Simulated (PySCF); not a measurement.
Species: C₅H₄FN₂ (charge -1).
Atom-mapped SMILES: `[F:1]/[CH:2]=[CH:3]/[c:4]1[cH:5][n:6][cH:7][n-:8]1`

Structure used (GFN2-xTB), in Å, numbered top down from 1:
```
atom  x, y, z in Å
F1    -3.4508    0.6970   -0.0610
C2    -2.0839    0.7551   -0.2550
C3    -1.2679   -0.1667    0.2502
C4     0.1496   -0.1671    0.0891
C5     1.0636   -1.0970    0.5872
N6     2.3092   -0.7487    0.2204
C7     2.1076    0.3774   -0.4858
N8     0.8560    0.7835   -0.6070
H9    -1.7956    1.6087   -0.8421
H10   -1.6886   -0.9831    0.8280
H11    0.8709   -1.9793    1.1803
H12    2.9311    0.9194   -0.9303
```

Probes without a nucleus sit at each ring's centroid and 1 Å off its mean plane on both sides; NICS is minus the shielding there, NICSzz its component along the normal. Level: GIAO PBE0/pcSseg-1 (PySCF, non-relativistic, gas phase) on the GFN2-xTB geometry, one conformer.

Ring bond lengths (Å), with Mayer bond orders in brackets: C4–C5 1.396 (1.36), C5–N6 1.344 (1.46), N6–C7 1.344 (1.45), C7–N8 1.321 (1.53), N8–C4 1.374 (1.38).

Problem. Give the NICS values of each ring in ppm.

Solution. 
| ring | type | NICS(0) | NICS(1), two faces | NICS(1)zz, two faces | rms pucker (Å) | centre to ring atoms, mean (Å) |
| --- | --- | --- | --- | --- | --- | --- |
| C4–C5–N6–C7–N8 | 5-membered ring with 2 N; formal bonds all aromatic | -10.9 | -11.4 / -11.4 | -30.6 / -30.6 | 0.00 | 1.15 |

Problem. What do they say, and how far can they be read as aromaticity?

Solution. 
- C4–C5–N6–C7–N8: mean NICS(1)zz -30.6 ppm, shielded. For a flat ring without four-coordinate atoms the NICS criterion counts such a value as aromatic.

Problem. How equal are the bonds by HOMA? HOMA = 1 − mean of α(R − Ropt)² over the ring bonds, with Krygowski's 1993 parameters (CC: Ropt 1.388 Å, α 257.7 Å⁻²; CN: Ropt 1.334 Å, α 93.52 Å⁻²).

Solution. 
- C4–C5–N6–C7–N8: HOMA 0.96; the largest term is that of N8–C4, α(R − Ropt)² = 0.15. The geometric and the magnetic index point the same way.

Problem. At the first NICS(1) probe listed for ring C4–C5–N6–C7–N8, 1 Å off the ring, how large is the induced field along the normal in 1 T applied along it?

Solution. NICSzz × B0 = -30.6 ppm × 1 T = -31 μT, against the applied field.

Problem. Give the inner angles of the rings and the Hirshfeld charges of the ring atoms.

Solution. 
- C4–C5–N6–C7–N8: C4 107.8° (-0.053 e), C5 109.7° (-0.104 e), N6 102.8° (-0.303 e), C7 116.6° (-0.048 e), N8 103.2° (-0.281 e); sum 540.0° against 540° for a flat convex ring.

Problem. What are the shieldings of the ring atoms and their hydrogens in the same run (means over atoms taken as equivalent)?

Solution. 
```
atoms                          environment  σ isotropic (ppm)  principal values of the symmetric part, first atom (ppm)
   C4          substituted aromatic carbon               54.5                                        -14.1, 48.4, 129.2
   C5  aromatic CH next to a ring nitrogen               51.3                                        -35.7, 69.1, 120.3
   N6                        ring nitrogen              -29.4                                     -211.8, -103.2, 226.8
   C7  aromatic CH next to a ring nitrogen               38.0                                         -39.7, 59.6, 94.1
   N8         two-coordinate ring nitrogen              -13.4                                      -190.2, -86.0, 236.0
  H11                    aromatic hydrogen              24.94                                          23.6, 24.1, 27.2
  H12                    aromatic hydrogen              24.66                                          21.2, 25.9, 26.9
```
